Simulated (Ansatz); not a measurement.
Calculated with Ansatz (gas phase, PBE0-D4/def2-TZVP geometries, no zero-point term in ΔE). CCSD(T)/CBS is the MP2 limit (def2-TZVPP, def2-QZVPP) plus CCSD(T) − MP2 in def2-TZVPP, frozen cores. This one scheme is used for every species. DFT in def2-TZVPP. def2 core potentials past Kr. For Y outer-core shells are correlated without core-valence functions, which leaves a few kJ/mol of doubt a bond. Each species was taken in one conformer, which may not be the lowest.

Consider the ligand exchange at a Y–O bond: `[CH3][Y]([CH3])[OH]` + H–F → `[CH3][Y]([CH3])[F]` + H₂O.

CCSD(T)/CBS gives -13.1 kcal/mol.

Q: Another level gave -15.6 kcal/mol. Which?
A. r2SCANh-D4/def2-TZVPP
B. RPA@PBE/def2-TZVPP
C. LDA (SPW92)/def2-TZVPP
D. BLYP/def2-TZVPP

A: D. BLYP -15.6, LDA (SPW92) -13.7, RPA@PBE/def2-TZVPP -12.1, r2SCANh-D4 -14.6 kcal/mol.

Largest T1 diagnostic among the species: 0.013.

In def2-TZVPP, CCSD(T) changes the Hartree–Fock value by +2.0 kcal/mol (the triples alone add +0.2 kcal/mol) and MP2 by +2.8 kcal/mol. From BLYP to BHLYP (50 % exact exchange), in def2-TZVPP and without D4, ΔE moves by +1.3 kcal/mol.
